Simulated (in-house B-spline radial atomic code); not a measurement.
Inner levels of phosphorus as electrons are removed. A shift is the extra binding of the orbital against the neutral atom ([Ne] 3s2 3p3). The density at the nucleus is averaged over the nuclear charge. Computed with an all-electron radial atomic-structure program (B-spline basis): Dirac-Hartree-Fock, average of the configuration, finite nuclei.

```csv
ion,configuration,shift of 1s1/2 (eV),radius of 1s1/2 (bohr),Σ<r²> (bohr²),change of density at nucleus (bohr⁻³)
P,[Ne] 3s2 3p3,0,0.10341,31.097,-
P+,[Ne] 3s2 3p2,10.821,0.1034,20.984,1.4418
P2+,[Ne] 3s2 3p1,24.126,0.1034,14.063,3.3466
P3+,[Ne] 3s2,39.707,0.10339,8.9054,5.676
P4+,[Ne] 3s1,58.119,0.10339,5.3243,-1.5139
P5+,[He] 2s2 2p6,78.266,0.10339,2.3544,-10.807
P6+,[He] 2s2 2p5,135.39,0.10327,1.9158,0.02228
P7+,[He] 2s2 2p4,197.12,0.10314,1.5423,11.953
P8+,[He] 2s2 2p3,263.38,0.10297,1.2214,24.995
P9+,[He] 2s2 2p2,334.11,0.10279,0.94353,39.161
P10+,[He] 2s2 2p1,409.25,0.10257,0.70145,54.467
P11+,[He] 2s2,488.75,0.10233,0.48945,70.927
P12+,[He] 2s1,560.87,0.1023,0.24892,-31.667
P13+,1s2,635.67,0.10217,0.027956,-144.77
P14+,1s1,887.33,0.0996,0.01324,-1207.05
```
